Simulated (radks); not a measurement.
Values are calculated unless marked as measured or tabulated.
Neutral mercury, [Hg]. Level of theory: non-relativistic Kohn-Sham, PBE, spin-polarised, spherical densities, point nucleus (a radial shooting solver on a logarithmic mesh with Libxc functionals). Every spin shell is full or empty, so the densities are truly spherical. Functionals are evaluated on that one density, not self-consistently. Rank these orbital-free kinetic functionals by their error against the exact value of the orbitals, and give that value: Thomas-Fermi, von Weizsacker, TF + vW, TF + vW/9, TF + vW/5, LC94, APBEK, revAPBEK, Perdew 92, Thakkar, Pearson, LKT, PG1, DePristo-Kress, Ernzerhof.

Answer. Exact: 18408.3 hartree. From best to worst, with 100 (|E| - |E exact|)/|E exact| (equal figures are ties): LC94 +0.02, APBEK +0.04, revAPBEK +0.18, DePristo-Kress -0.20, Ernzerhof -0.48, Perdew 92 -0.68, TF + vW/9 -0.69, Thakkar -0.78, Pearson -0.84, TF + vW/5 +2.46, Thomas-Fermi -4.62, PG1 +12.40, LKT +15.91, TF + vW +30.78, von Weizsacker -64.60.
